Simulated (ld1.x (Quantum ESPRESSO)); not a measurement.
## How hard is this Li RRKJ potential?

* Element: lithium (Li)
* Generator: ld1.x (Quantum ESPRESSO) 7.5
* Type: norm-conserving RRKJ (Kleinman–Bylander form)
* Functional: PBE
* Relativity: non-relativistic
* Frozen core: none
* Valence charge: 3
* Reference configuration: 1s2 2s0 2p0 (charge +1)
* Partial waves: 2p (bound, empty): rc 4.20 bohr; 1s (bound): rc 0.40 bohr
* Local potential: the s channel
* Core correction: none

The pseudo-atom Hamiltonian at the reference potential is diagonalised in spherical Bessel functions j_l(qr) that vanish at 20 bohr, with q² up to the cutoff. All-electron valence levels (Ry): 2p -0.3490, 1s -4.4400, 2s -0.4992.

**Question.** How do the lowest levels (Ry) of each channel move with the cutoff, and are there ghosts?

**Answer.**

```json
{"cutoff (Ry)": "8", "p #1": "-0.3490", "p #2": "-0.1305", "s #1": "-2.3072", "s #2": "-0.3453", "s #3": "-0.1312", "d #1": "-0.1099", "f #1": "-0.0401", "Σ f·Δε (mRy)": "4266.6"}
{"cutoff (Ry)": "25", "p #1": "-0.3490", "p #2": "-0.1305", "s #1": "-3.2148", "s #2": "-0.4185", "s #3": "-0.1489", "d #1": "-0.1099", "f #1": "-0.0401", "Σ f·Δε (mRy)": "2451.5"}
{"cutoff (Ry)": "50", "p #1": "-0.3490", "p #2": "-0.1938", "s #1": "-3.7835", "s #2": "-0.4583", "s #3": "-0.1570", "d #1": "-0.1099", "f #1": "-0.0401", "Σ f·Δε (mRy)": "1314.1"}
{"cutoff (Ry)": "100", "p #1": "-0.3490", "p #2": "-0.2811", "s #1": "-4.1660", "s #2": "-0.4828", "s #3": "-0.1616", "d #1": "-0.1099", "f #1": "-0.0401", "Σ f·Δε (mRy)": "549.1"}
{"cutoff (Ry)": "180", "p #1": "-0.3490", "p #2": "-0.3054", "s #1": "-4.3662", "s #2": "-0.4948", "s #3": "-0.1638", "d #1": "-0.1099", "f #1": "-0.0401", "Σ f·Δε (mRy)": "148.6"}
{"cutoff (Ry)": "400", "p #1": "-0.3490", "p #2": "-0.3201", "s #1": "-4.4405", "s #2": "-0.4991", "s #3": "-0.1646", "d #1": "-0.1099", "f #1": "-0.0401", "Σ f·Δε (mRy)": "0.0"}
```

Result: ghost state, extra bound levels that the all-electron valence spectrum of the same l lacks: p at -4.4 eV (a true bound ghost makes a file unfit for plane-wave use); 10 mRy is reached at over 300 Ry and 1 mRy at over 300 Ry.

1 of 4 tests not solved or not reliable.
